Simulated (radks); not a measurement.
Cs45+, configuration [Ne]. Calculated with a radial shooting solver on a logarithmic mesh with Libxc functionals: Dirac Kohn-Sham, BLYP, spin-unpolarised, spherical densities, finite nucleus; Fermi nuclear charge, rms radius 4.8041 fm.

Spin-orbit splittings of the eigenvalues, e(l+1/2) - e(l-1/2), with zeta = 2 splitting/(2l+1) and mean radii in bohr:

| shell | occ. | splitting (eV) | zeta (eV) | <r> j=l-1/2 | <r> j=l+1/2 |
|---|---|---|---|---|---|
| 2p | 6 | 367.9 | 245.3 | 0.09198 | 0.09755 |
| 3p | 0 | ? | ? | 0.2504 | 0.2589 |

Estimate the 3p splitting.

Answer. 95.29 eV (zeta = 63.53 eV).
